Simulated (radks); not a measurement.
All-electron atom: S2- in [Ar]. Method: non-relativistic Kohn-Sham, LDA (Slater exchange, VWN5 correlation), spin-polarised, spherical densities, point nucleus; Watson sphere of charge +2 and radius 3.15 bohr; computed with a radial shooting solver on a logarithmic mesh with Libxc functionals. Some entries of the table are withheld. Estimate them.

| orbital | occ. | eigenvalue (eV) | <r> (bohr) |
|---|---|---|---|
| 1s | 2 | -2384.951 | (1) |
| 2s | 2 | (2) | (3) |
| 2p | 6 | (4) | (5) |
| 3s | 2 | -15.3355 | 1.798 |
| 3p | 6 | -6.1787 | (6) |

Answer. 
(1) 1s <r> (bohr): 0.09757
(2) 2s eigenvalue (eV): -205.8540
(3) 2s <r> (bohr): 0.4833
(4) 2p eigenvalue (eV): -152.7958
(5) 2p <r> (bohr): 0.4444
(6) 3p <r> (bohr): 2.346
